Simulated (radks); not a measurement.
Spherical quantum dot in the effective-mass picture: electrons in a hard-walled sphere of radius 4, all in effective atomic units (hartree* = m*/eps^2 hartree, bohr* = eps/m* bohr), one dielectric constant everywhere. Method: non-relativistic Kohn-Sham, PBEsol, spin-polarised, spherical densities; computed with a radial shooting solver with Libxc functionals. Levels are named by radial order and angular momentum (1s, 1p, 1d, 2s, ...), and open shells are averaged over m.

N = 14, configuration 1s2 1p6 1d(up 5, down 1). This is the lowest configuration that the search found. Occupied and some empty levels:

| level | occupation | eigenvalue (hartree*) | <r> (bohr*) |
|---|---|---|---|
| 1s up | 1 | 4.7494 | 2.591 |
| 1s down | 1 | 4.8056 | 2.567 |
| 1p up | 3 | 4.9296 | 2.723 |
| 1p down | 3 | 4.9902 | 2.712 |
| 1d up | 5 | 5.2299 | 2.830 |
| 1d down | 1 | 5.2935 | 2.825 |
| 1f up | 0 | 5.6335 | 2.917 |
| 1f down | 0 | 5.6990 | 2.914 |
| 2s up | 0 | 5.8224 | 1.825 |
| 2s down | 0 | 5.8450 | 1.823 |
| 2p up | 0 | 6.3698 | 2.108 |
| 2p down | 0 | 6.4038 | 2.102 |

Energy (hartree*): total 39.6443, kinetic 12.125, external 0, Hartree 32.673, exchange-correlation -5.1533.

Electron density:

| r (bohr*) | n(r) (e/bohr*^3) |
|---|---|
| 0.212 | 0.007186 |
| 0.411 | 0.008399 |
| 0.610 | 0.01059 |
| 0.809 | 0.01400 |
| 1.01 | 0.01891 |
| 1.21 | 0.02566 |
| 1.41 | 0.03442 |
| 1.61 | 0.04525 |
| 1.80 | 0.05789 |
| 2.00 | 0.07156 |
| 2.20 | 0.08489 |
| 2.40 | 0.09584 |
| 2.60 | 0.1017 |
| 2.80 | 0.1002 |
| 3.00 | 0.08955 |
| 3.20 | 0.07031 |
| 3.40 | 0.04578 |
| 3.60 | 0.02201 |
| 3.80 | 0.005695 |
| 4.00 | 0.00001255 |
